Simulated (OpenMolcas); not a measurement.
Ru2+: CASPT2 settings compared

```yaml
Program: OpenMolcas
Basis: ANO-RCC-VQZP [8s7p5d3f2g1h]
Scalar_Hamiltonian: X2C, point nucleus
Active_space: 6 electrons in 5 orbitals (4d)
State_averaging: 2S+1 = 5 even, 5 roots; 2S+1 = 3 even, 45 roots kept (CI in the orbitals of an earlier block, 30 in the spin-orbit step); 2S+1 = 1 even, 35 roots kept (CI in the orbitals of an earlier block, 22 in the spin-orbit step)
Spin-orbit_coupling: state interaction with AMFI integrals over the reference wave functions, term energies averaged over their components
```

Methods on the same reference wave functions:
A. CASSCF
B. SS-CASPT2, IPEA 0.15 Eh, imaginary shift 0.4 Eh (closed shells correlated: 4s 4p)
C. SS-CASPT2, IPEA 0 Eh, imaginary shift 0.05 Eh (closed shells correlated: 4s 4p)
D. SS-CASPT2, IPEA 0.2 Eh, sigma2 regulariser 0.3 Eh (closed shells correlated: none)

Energies in cm⁻¹ above 4d⁶ ⁵D₄, the measured ground level; measured values from Moore, Atomic Energy Levels, vol. III, NSRDS-NBS 35 (1971 reprint of NBS Circular 467, 1958).

| Level | A | B | C | D | Measured |
| --- | --- | --- | --- | --- | --- |
| 4d⁶ ⁵D₄ | 0.0 | 0.0 | 0.0 | 0.0 | 0.0 |
| 4d⁶ ⁵D₃ | 1191 | 1219 | 1227 | 1212 | 1159 |
| 4d⁶ ⁵D₂ | 1924 | 1929 | 1931 | 1922 | 1826 |
| 4d⁶ ⁵D₁ | 2369 | 2360 | 2360 | 2350 | 2266 |
| 4d⁶ ⁵D₀ | 2580 | 2560 | 2560 | 2560 | 2476 |
| 4d⁶ ³H₆ | 17803 | 15460 | 14910 | 17160 |  |
| 4d⁶ ³H₅ | 18214 | 15710 | 15130 | 17320 |  |
| 4d⁶ ³P₂ | 19222 | 15350 | 14530 | 15650 |  |
| 4d⁶ ³F₃ | 20772 | 17170 | 16300 | 18020 |  |
| 4d⁶ ³F₂ | 21543 | 17950 | 17060 | 18730 |  |

Deviations, from unrounded energies. A percentage is the sum of absolute deviations over the sum of measured energies, with the sign that they share, or ± where signs differ.

| Against measurement | Levels | A | B | C | D |
| --- | --- | --- | --- | --- | --- |
| mean absolute deviation (cm-1) | 4 | 84 | 85 | 86 | 79 |
| fine structure of the ground term (%) | 4 | +4.4 | +4.4 | +4.5 | +4.1 |

A, B, C, D lie about equally close to measurement. The largest miss of D in the table is 4d⁶ ⁵D₂, by +96 cm-1. The ranking rests on the paired levels alone, and a cruder setting can come out closer through cancelling errors.

Among B to D the level of the table that moves most is 4d⁶ ³H₆, by 2300 cm-1 (lowest in C, highest in D). Moves below CASPT2's spread within the term are not significant.

The two smallest mean deviations differ by little beside CASPT2's spread within terms, so their order carries little weight.

From A to B the spin-free energies of the other terms of 4d⁶ shown, above ⁵D, scale by factors of 0.80 to 0.86, as is usual when dynamic correlation screens the repulsion within a d or f shell.

The lowest spin-free term lies below A's lowest term by 0.479 hartree in B, 0.487 hartree in C, 0.123 hartree in D.

CASPT2 breaks the degeneracy within a term, and the mean is taken; among the terms shown or strongly mixed into the levels shown the widest spread is 96 cm-1 (4d⁶ ³F, C). Some high roots are left out of the spin-orbit mixing, which shifts the levels that they would mix with. Levels of configurations with an s electron are missing; early in the row they begin among the upper levels of the d shell and mix with terms of their name. Terms from blocks run as CI alone lack orbitals of their own. Without dynamic correlation excited terms often stand tens of per cent too high (terms of higher spin than the ground term too low), and those without a measured partner can miss by more than the paired ones (holds for A). Computed and measured levels are paired by configuration, term and J; levels that our copy of the source lacks, or whose pairing is in doubt (as where it misses far off the trend of its configuration), stay unpaired and out of the deviations. Levels of configurations outside the active space are missing. The table leaves out levels that lie high or whose names do not pair safely across all columns.
